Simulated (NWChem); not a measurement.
Species: CH6OSSi; SMILES [SiH2](O)SC

```xyz
10

Si    -0.4819    -0.9067    -0.2596
O      0.3904    -2.1720     0.3700
S      0.6903     0.8912    -0.1872
C     -0.5545     2.1055     0.3613
H     -1.7339    -0.6011     0.5039
H     -0.8202    -1.3399    -1.6405
H      0.8275    -2.0020     1.2106
H     -1.2849     2.3217    -0.4301
H     -1.0782     1.7696     1.2669
H     -0.0054     3.0285     0.5913
```
Atoms are numbered in this order, from 1.

Computed with NWChem. All runs use the structure optimised with PBE0/def2-SVP. Total energies compare along this basis series because the functional is fixed.

| level | basis functions | energy (Ha) | highest occupied level (eV) | orbital gap (eV) | dipole (D) | relative time |
|---|---|---|---|---|---|---|
| TPSS/pcseg-1 | 94 | -804.6978 | -5.98 | 5.28 | 2.23 | 4 |
| TPSS/aug-pcseg-1 | 154 | -804.7108 | -5.97 | 4.95 | 2.07 | 10 |
| TPSS/pcseg-2 | 212 | -804.8410 | -5.98 | 5.08 | 2.16 | 10 |
| TPSS/STO-3G | 34 | -795.4155 | -1.99 | 7.13 | 1.27 | 1 |
| TPSS/def2-SVP | 94 | -804.4424 | -5.81 | 5.49 | 2.06 | 3 |

Times are rough ratios from one shared machine.
